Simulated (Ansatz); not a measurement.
Basis-set extrapolation for CH₇F₂NSi₂, SMILES `C[SiH](F)N[SiH2]F` (PBE0-D4/def2-TZVP geometry, frozen core, the Gaussian-basis code of Ansatz). Multiplicity 1, RHF reference.

|  | def2-TZVPP | def2-QZVPP |
| --- | --- | --- |
| HF | -873.516671 | -873.550171 |
| MP2 correlation | -1.127137 | -1.221673 |
| CCSD(T) correlation | -1.209148 | not run |

Energies in hartree. Use E(X) = E(∞) + A·exp(−7.88·√X) for Hartree–Fock and E(X) = E(∞) + B·X^(−2.97) for correlation, with X = 3 and 4, and add CCSD(T) minus MP2 of the smaller set to the MP2 limit.

**Question.** What is the CCSD(T) energy at the basis-set limit?

**Answer.** HF limit: -873.550171 + (-0.033500) × 0.13774 = -873.55479. MP2 limit: -1.221673 + (-0.094536) × 0.74074 = -1.29170. Higher-order term: -1.209148 − (-1.127137) = -0.08201. Total: -874.92850 hartree, 5.52 eV below CCSD(T)/def2-TZVPP.
